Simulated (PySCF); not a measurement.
Lowest singlet excitation (eV) of eight silicon and germanium compounds: TDA-PBE beside TDA-PBE0, computed with PySCF for isolated molecules in the bases named; differences from unrounded values. The eight are the first of their class met in an unordered collection, after screening for sound electronic states; none was chosen by its value. Each molecule has one DFT geometry for both levels.

```
molecule                                                               basis  TDA-PBE0  TDA-PBE  difference
-----------------------------------------------------------------  ---------  --------  -------  ----------
H7NO2Si2, SMILES N[Si@H](O)O[SiH3]                                 def2-SVPD      6.85     5.87       -0.98
CH9ClOSi3, SMILES CO[Si@H]([SiH3])[SiH2]Cl                         def2-SVPD      5.06     4.46       -0.60
ClFH5NSi2, SMILES N[Si@@H](Cl)[SiH2]F                              def2-SVPD      6.17     5.47       -0.70
1-silylprop-2-en-1-one (C3H6OSi), SMILES C=CC(=O)[SiH3]            def2-SVPD      2.85      [?]         [?]
C2H7ClFNSi, SMILES N[Si@](Cl)(F)CC                                 def2-SVPD      7.04      [?]         [?]
C2H10O2Si2, SMILES O[SiH2]CC[SiH2]O                                def2-SVPD      6.76     5.90       -0.86
CH₉FN₂Si₂, SMILES CN[Si@@H](F)N[SiH3]                              def2-SVPD      6.23     5.20       -1.03
N-methyl-N-silylpropan-2-amine (C4H13NSi), SMILES CC(C)N(C)[SiH3]  def2-SVPD      5.47      [?]         [?]
```

### Question
What belongs in the gaps? (The exact figures need the calculation; the answer reports its results.)

### Answer

- C2H7ClFNSi, SMILES N[Si@](Cl)(F)CC, TDA-PBE: 6.24
- C2H7ClFNSi, SMILES N[Si@](Cl)(F)CC, difference: -0.79
- N-methyl-N-silylpropan-2-amine (C4H13NSi), SMILES CC(C)N(C)[SiH3], TDA-PBE: 4.68
- N-methyl-N-silylpropan-2-amine (C4H13NSi), SMILES CC(C)N(C)[SiH3], difference: -0.78
- 1-silylprop-2-en-1-one (C3H6OSi), SMILES C=CC(=O)[SiH3], TDA-PBE: 2.49
- 1-silylprop-2-en-1-one (C3H6OSi), SMILES C=CC(=O)[SiH3], difference: -0.36

TDA-PBE lies below TDA-PBE0 in 8 and above it in 0 of the eight; the mean signed difference is -0.76 and the largest -1.03 eV.
